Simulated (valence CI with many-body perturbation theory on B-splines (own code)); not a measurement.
Results of a calculation; reference values are marked as such.
# Lu⁴⁰⁺: magnetic and hyperfine properties of the levels

Method: valence CI with perturbative core correlation (CI+MBPT): three valence electrons over a frozen Dirac-Fock core [Ar] 3d10, a basis of 11 s, 11 p, 10 d, 8 f, 5 g, 2 h functions for each j, with the one-electron correlation potential Σ1 (screened to all orders), the two-electron term Σ2, the three-electron term Σ3, Breit, model QED; selected single and double excitations, second order for the rest, scaled by the run's own slope (own B-spline code, finite nucleus).

No measured spectrum was set against this ion. As an estimate, large intervals hold to a few tenths of a per cent, small ones and those within an open d or f shell to about a per cent.

A/g_I is the dipole constant over the nuclear g factor μ/I (μ in nuclear magnetons, uniformly magnetised nucleus), B/Q the quadrupole constant per barn. Both hold the static response of the core; the bare values leave it out. Large factors of s and p1/2 electrons are usually good to 5 to 10 %; those of open d and f shells near neutrality can be off by tens of per cent, and small factors of p3/2, d and f electrons come from cancelling terms and can be off by a factor of two or in sign, in half-filled shells by more. B is blank for J = 1/2, where it vanishes, and for nearly pure S terms. Energies count from the lowest level.

Levels are named by their leading jj configuration (3d3/2^4 stands for four electrons in 3d with j = 3/2), which in mixed levels can hold well under half, so a name can repeat and another be missing. Letters in brackets count levels of one name in rising energy.

| Level | E (× 10³ cm⁻¹) | g | A/g_I (MHz) | A/g_I bare | B/Q (MHz/b) | B/Q bare |
| --- | --- | --- | --- | --- | --- | --- |
| (4s^2 4p1/2) J=1/2 | 0.00 | 0.660 | 411000 | 397000 |  |  |
| (4s^2 4p3/2) J=3/2 | 634.40 | 1.330 | 50600 | 48600 | 99700 | 96300 |
| (4s 4p1/2^2) J=1/2 | 719.17 | 2.222 | 1240000 | 1200000 |  |  |
| (4s 4p1/2 4p3/2) J=3/2 [a] | 1256.3 | 1.663 | 304000 | 294000 | 80800 | 78100 |
| (4s 4p1/2 4p3/2) J=5/2 | 1319.1 | 1.365 | 364000 | 352000 | 64600 | 62500 |
| (4s 4p1/2 4p3/2) J=3/2 [b] | 1409.1 | 0.969 | 5310 | 5180 | 69400 | 67100 |
| (4s 4p1/2 4p3/2) J=1/2 | 1430.4 | 1.221 | -417000 | -403000 |  |  |
| (4s^2 4d3/2) J=3/2 | 1841.3 | 0.834 | 13200 | 13500 | 8460 | 8530 |
| (4s 4p3/2^2) J=5/2 | 1887.1 | 1.370 | 204000 | 197000 | 11800 | 11500 |
| (4s^2 4d5/2) J=5/2 | 2021.4 | 1.253 | 112000 | 108000 | 44400 | 43200 |
| (4s 4p3/2^2) J=1/2 | 2064.9 | 1.880 | 1280000 | 1240000 |  |  |
| (4s 4p3/2^2) J=3/2 | 2095.2 | 1.185 | -184000 | -178000 | -21800 | -21100 |
| (4p1/2^2 4p3/2) J=3/2 | 2133.7 | 1.327 | 45200 | 44200 | 93000 | 89900 |
| (4s 4p1/2 4d3/2) J=3/2 [a] | 2410.0 | 0.499 | -116000 | -112000 | 21300 | 20900 |
| (4s 4p1/2 4d3/2) J=5/2 | 2459.7 | 1.047 | 326000 | 315000 | 467 | 784 |
| (4s 4p1/2 4d3/2) J=1/2 | 2560.5 | 0.384 | -511000 | -493000 |  |  |
| (4s 4p1/2 4d3/2) J=3/2 [b] | 2565.5 | 1.314 | 313000 | 303000 | 13300 | 12900 |
| (4s 4p1/2 4d5/2) J=5/2 [a] | 2601.5 | 1.324 | 101000 | 98000 | 12000 | 11900 |
| (4s 4p1/2 4d5/2) J=7/2 | 2640.1 | 1.251 | 242000 | 234000 | -777 | -407 |
| (4s 4p1/2 4d5/2) J=3/2 | 2651.8 | 1.291 | -182000 | -174000 | -10900 | -10400 |
| (4s 4p1/2 4d5/2) J=5/2 [b] | 2666.8 | 1.168 | 76200 | 74300 | 8970 | 8800 |
| (4p1/2 4p3/2^2) J=5/2 | 2790.8 | 1.077 | 83800 | 81200 | 39000 | 37800 |
| (4p1/2 4p3/2^2) J=3/2 | 2809.9 | 1.208 | -90700 | -87000 | 29500 | 28700 |
| (4p1/2 4p3/2^2) J=1/2 | 2811.9 | 0.660 | 400000 | 386000 |  |  |
| (4s 4p3/2 4d3/2) J=5/2 [a] | 3106.3 | 1.239 | 174000 | 169000 | 34900 | 33700 |
| (4s 4p3/2 4d3/2) J=3/2 [a] | 3108.7 | 1.340 | 204000 | 197000 | -7170 | -7120 |
| (4s 4p3/2 4d3/2) J=1/2 [a] | 3109.1 | 2.324 | 663000 | 641000 |  |  |
| (4s 4p3/2 4d3/2) J=7/2 | 3122.0 | 1.266 | 184000 | 178000 | 85700 | 82900 |
| (4s 4p3/2 4d5/2) J=9/2 | 3161.8 | 1.330 | 166000 | 161000 | 121000 | 118000 |
| (4s^2 4f5/2) J=5/2 | 3168.3 | 0.905 | -200 | 286 | 23200 | 22300 |
| (4s 4p3/2 4d3/2) J=3/2 [b] | 3207.3 | 1.005 | -18600 | -17500 | -54800 | -53000 |
| (4s^2 4f7/2) J=7/2 | 3233.2 | 1.209 | 57400 | 56000 | -3210 | -3520 |
| (4s 4p3/2 4d5/2) J=5/2 [a] | 3250.2 | 1.347 | 254000 | 246000 | -53500 | -51600 |
| (4s 4p3/2 4d5/2) J=3/2 [a] | 3259.2 | 1.212 | -54300 | -51700 | -61900 | -59800 |
| (4p1/2^2 4d3/2) J=3/2 | 3260.6 | 0.766 | 25300 | 24600 | 17100 | 16900 |
| (4s 4p3/2 4d3/2) J=1/2 [b] | 3281.5 | 0.589 | 139000 | 135000 |  |  |
| (4s 4p3/2 4d5/2) J=7/2 [a] | 3306.8 | 1.169 | 13000 | 13000 | 110000 | 107000 |
| (4s 4p3/2 4d3/2) J=5/2 [b] | 3346.2 | 0.968 | -40400 | -38500 | 32300 | 31300 |
| (4s 4p3/2 4d5/2) J=1/2 | 3393.5 | 0.685 | -349000 | -335000 |  |  |
| (4s 4p3/2 4d5/2) J=7/2 [b] | 3414.1 | 1.182 | 59800 | 58400 | 51400 | 49700 |

(1) Take the isotope of mass number 175, with I = 7/2, μ = 2.2257 μN and Q = 3.49 b. What is the hyperfine structure of (4s 4p1/2 4p3/2) J=1/2?

Results:

(1) From the table A = -265000 MHz. Shifts from the centre of gravity in MHz: F = 3: 596000, F = 4: -464000.
